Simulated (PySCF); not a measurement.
Bonds broken one at a time in the series B F-H. Isolated molecules, 0 K electronic values unless said otherwise. Strings in code marks are SMILES.

The dipole moment from two functionals at the same geometries (PBE0-D3(BJ)/def2-TZVP), both in PySCF: PBE-D3(BJ)/def2-TZVP and M06-2X/def2-TZVP. 

```csv
species,M06-2X/def2-TZVP (D)
whole molecule (`B(F)F`),0.99
radical fragment (`[BH]F`),0.66
whole molecule (`BF`),0.85
radical fragment (`[BH2]`),0.47
whole molecule (`B`),0.00
```

What does PBE-D3(BJ)/def2-TZVP give for each?


- whole molecule (`B(F)F`): 0.76
- radical fragment (`[BH]F`): 0.56
- whole molecule (`BF`): 0.59
- radical fragment (`[BH2]`): 0.51
- whole molecule (`B`): 0.00
Over these rows, drawn at random from the members with no instability flagged (it was tested for open shells, ions and some series alone), PBE minus M06-2X: mean -0.11 D, from -0.26 D to +0.04 D.
